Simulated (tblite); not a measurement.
Species: C₃H₁₀OSi₄.
SMILES with atom numbers: `[CH:1]#[C:2][Si@@:3]1([CH3:4])[SiH2:5][SiH2:6][Si@@H:7]1[OH:8]` (hydrogens: H9 on C1; H10, H11, H12 on C4; H13, H14 on Si5; H15, H16 on Si6; H17 on Si7; H18 on O8)

Computed with GFN2-xTB (tblite), gas phase: L-BFGS steps from a force-field or distance-geometry start until the largest atomic force falls under 0.01 eV/Å.

Step 70: E = -609.4797 eV
```
atom  x, y, z in Å  |  force x, y, z in eV/Å
C1     -2.3538    2.6524   -1.1698    0.049  -0.070   0.003
C2     -1.6496    1.7512   -0.7901   -0.067   0.021  -0.004
Si3    -0.6325    0.3574   -0.1002    0.072  -0.003   0.037
C4     -1.3666    0.1615    1.6580   -0.001  -0.001   0.021
Si5    -0.4127   -1.7816   -1.1197    0.022  -0.072   0.070
Si6     1.9390   -1.6516   -0.8456   -0.135   0.089  -0.158
Si7     1.7416    0.5331   -0.0100   -0.007   0.024   0.031
O8      2.3143    0.4762    1.5295   -0.007   0.008  -0.058
H9     -2.9684    3.4375   -1.5079    0.022   0.008  -0.025
H10    -2.4133   -0.1252    1.6304   -0.008  -0.009   0.023
H11    -1.2919    1.0759    2.2392   -0.013   0.018   0.002
H12    -0.8222   -0.6121    2.1925   -0.022  -0.007   0.024
H13    -1.1347   -2.9011   -0.4816    0.047   0.063   0.020
H14    -0.8879   -1.8903   -2.5042    0.009   0.025  -0.074
H15     2.6368   -1.7379   -2.1399    0.037   0.003   0.006
H16     2.6101   -2.6813   -0.0479    0.006  -0.039   0.058
H17     2.3764    1.7047   -0.6466    0.007  -0.046   0.007
H18     2.3065    1.2374    2.1023   -0.011  -0.009   0.016
```

Step 71: E = -609.4825 eV
```
atom  x, y, z in Å  |  force x, y, z in eV/Å
C1     -2.3460    2.6518   -1.1951    0.025  -0.057   0.009
C2     -1.6489    1.7520   -0.8006   -0.029  -0.030   0.033
Si3    -0.6370    0.3604   -0.0970    0.071  -0.039   0.027
C4     -1.3624    0.1611    1.6652   -0.004   0.018  -0.003
Si5    -0.4101   -1.7831   -1.1149    0.000  -0.009   0.049
Si6     1.9383   -1.6416   -0.8578   -0.113   0.051  -0.078
Si7     1.7346    0.5370   -0.0042    0.029  -0.006   0.082
O8      2.3116    0.4647    1.5346   -0.028   0.020  -0.071
H9     -2.9594    3.4336   -1.5409    0.015   0.027  -0.039
H10    -2.4090   -0.1262    1.6424   -0.007  -0.008   0.027
H11    -1.2848    1.0770    2.2441   -0.017   0.006   0.013
H12    -0.8142   -0.6125    2.1965   -0.028   0.009   0.014
H13    -1.1160   -2.8965   -0.4545    0.021   0.028   0.022
H14    -0.9085   -1.8957   -2.4918    0.014   0.014  -0.054
H15     2.6256   -1.7096   -2.1559    0.060  -0.004  -0.029
H16     2.6116   -2.6878   -0.0760   -0.016   0.019   0.019
H17     2.3744    1.7088   -0.6304    0.019  -0.015  -0.008
H18     2.2911    1.2131    2.1246   -0.012  -0.025  -0.013
```

Step 72: E = -609.4841 eV
```
atom  x, y, z in Å  |  force x, y, z in eV/Å
C1     -2.3400    2.6530   -1.2054    0.009  -0.054   0.020
C2     -1.6517    1.7505   -0.8017   -0.019  -0.038   0.050
Si3    -0.6407    0.3597   -0.0931    0.053  -0.041   0.021
C4     -1.3578    0.1505    1.6720   -0.011   0.016  -0.011
Si5    -0.4084   -1.7802   -1.1187   -0.014   0.054   0.057
Si6     1.9317   -1.6371   -0.8599   -0.093   0.062  -0.033
Si7     1.7273    0.5397   -0.0032    0.021  -0.027   0.032
O8      2.3114    0.4735    1.5301   -0.003  -0.095  -0.081
H9     -2.9520    3.4356   -1.5530    0.029   0.016  -0.041
H10    -2.4037   -0.1403    1.6509   -0.005  -0.002   0.030
H11    -1.2814    1.0660    2.2514   -0.021   0.005   0.022
H12    -0.8068   -0.6233    2.2018   -0.030   0.030  -0.011
H13    -1.1131   -2.8856   -0.4517   -0.010  -0.021   0.022
H14    -0.9023   -1.8807   -2.4960   -0.009  -0.007  -0.074
H15     2.6270   -1.7107   -2.1501    0.083  -0.011  -0.063
H16     2.5882   -2.6837   -0.0667    0.005   0.003   0.022
H17     2.3707    1.7011   -0.6383    0.031   0.028  -0.030
H18     2.2927    1.2185    2.1199   -0.015   0.083   0.068
```

Task: Estimate the geometry and energy of step 73. (The exact step hangs on the optimiser's Hessian estimate; all steps are aligned on step 72, rigid shifts and turns removed.)

Result: E = -609.4852 eV, largest force 0.123 eV/Å
```
atom  x, y, z in Å  |  force x, y, z in eV/Å
C1     -2.3344    2.6481   -1.2233   -0.014  -0.031   0.017
C2     -1.6470    1.7473   -0.8148   -0.004  -0.060   0.072
Si3    -0.6398    0.3591   -0.0918    0.017  -0.021   0.016
C4     -1.3573    0.1593    1.6746   -0.016   0.021  -0.011
Si5    -0.4069   -1.7849   -1.1089   -0.065   0.047  -0.014
Si6     1.9321   -1.6265   -0.8781    0.029  -0.035  -0.025
Si7     1.7253    0.5412    0.0034    0.051  -0.017   0.032
O8      2.2999    0.4527    1.5398   -0.003   0.006  -0.015
H9     -2.9480    3.4298   -1.5733    0.052  -0.009  -0.036
H10    -2.4042   -0.1293    1.6563   -0.002   0.008   0.027
H11    -1.2767    1.0772    2.2503   -0.028  -0.007   0.018
H12    -0.8088   -0.6146    2.2069   -0.025   0.034  -0.014
H13    -1.0978   -2.8851   -0.4160   -0.001  -0.006  -0.007
H14    -0.9183   -1.8963   -2.4843    0.011  -0.013   0.013
H15     2.6152   -1.6802   -2.1823    0.039  -0.012   0.028
H16     2.6054   -2.6844   -0.0992   -0.047   0.098  -0.057
H17     2.3760    1.7068   -0.6189    0.024   0.018  -0.010
H18     2.2764    1.1865    2.1480   -0.017  -0.020  -0.033
```

The energy changes by -0.0011 eV. The first-order estimate −F·Δx gives -0.0029 eV and the mean of the old and new forces, exact on a quadratic surface, -0.0010 eV. The step makes an angle of 85° with the force vector and moves no atom by more than 0.046 Å.

The cost below is that of the whole relaxation. Time: 1.9 s of wall time. Hardware: an Intel Xeon Platinum 8488C with one thread, on a shared host.
